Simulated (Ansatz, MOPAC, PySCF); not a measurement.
System: iodine monochloride, ICl, net charge 0, singlet state. SMILES: ClI
Structure (B3LYP-D3(BJ)/def2-TZVP (Ansatz, a program for electronic structure) minimum search):
```
Cl
I 1 2.3447
```

Unscaled harmonic wavenumbers (cm⁻¹) in rising order, each level at the stationary point that it reaches from this structure (no distance between atoms moves by over 0.3 Å); the order of modes can differ between levels, and a negative number is imaginary. B3LYP-D3(BJ)/def2-TZVP (PySCF, at the structure above): 375.

PM6 (MOPAC): 381. Zero-point energy 0.5 against 0.5 kcal/mol.

HF/3-21G (Ansatz): 358. Zero-point energy 0.5 against 0.5 kcal/mol.

HF/6-31G* with LANL2DZ past Ar (Ansatz): 371. Zero-point energy 0.5 against 0.5 kcal/mol.
